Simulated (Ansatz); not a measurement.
A run for Ansatz (a first-principles code): R-B3LYP-D3(BJ)/def2-TZVP on C4H11Ga (SMILES C[CH2][Ga]([CH3])[CH3]).

Ansatz 0.2 input:
```yaml
crystal:
  periodic: [false, false, false]
  atoms:
    - {symbol: C, position_ang: [2.04178915, -1.11656742, -0.41645758]}
    - {symbol: C, position_ang: [1.49200381, 0.31267456, -0.42550241]}
    - {symbol: Ga, position_ang: [-0.50714059, 0.37089269, 0.10020176]}
    - {symbol: C, position_ang: [-1.46467969, 2.16611215, 0.35963893]}
    - {symbol: C, position_ang: [-1.55159960, -1.37429170, 0.35173701]}
    - {symbol: H, position_ang: [3.08476550, -1.14434203, -0.73621284]}
    - {symbol: H, position_ang: [1.46319877, -1.75412384, -1.08723678]}
    - {symbol: H, position_ang: [1.98218267, -1.54387885, 0.58562462]}
    - {symbol: H, position_ang: [1.62234815, 0.75073053, -1.42368780]}
    - {symbol: H, position_ang: [2.07719580, 0.94134808, 0.25786217]}
    - {symbol: H, position_ang: [-1.74183540, 2.31000813, 1.40806078]}
    - {symbol: H, position_ang: [-0.84120144, 3.01249504, 0.05949823]}
    - {symbol: H, position_ang: [-2.38853324, 2.20166143, -0.22490565]}
    - {symbol: H, position_ang: [-1.70816472, -1.88395218, -0.60330976]}
    - {symbol: H, position_ang: [-1.02524472, -2.07252516, 1.00789297]}
    - {symbol: H, position_ang: [-2.53508444, -1.17624143, 0.78679635]}
basis:
  gaussian:
    orbitals: def2-TZVP
hamiltonian:
  xc: b3lyp
  dispersion: d3bj
relax: {f_tol: 0.003, max_steps: 120}
scf: {lower_state_search: off}
```

Question: What total energy does the run end on?

Answer: -2084.0433 hartree.

Question: How many basis functions does it have, and what does it roughly cost on one machine?

Answer: 238 functions; very roughly 110 core-seconds.
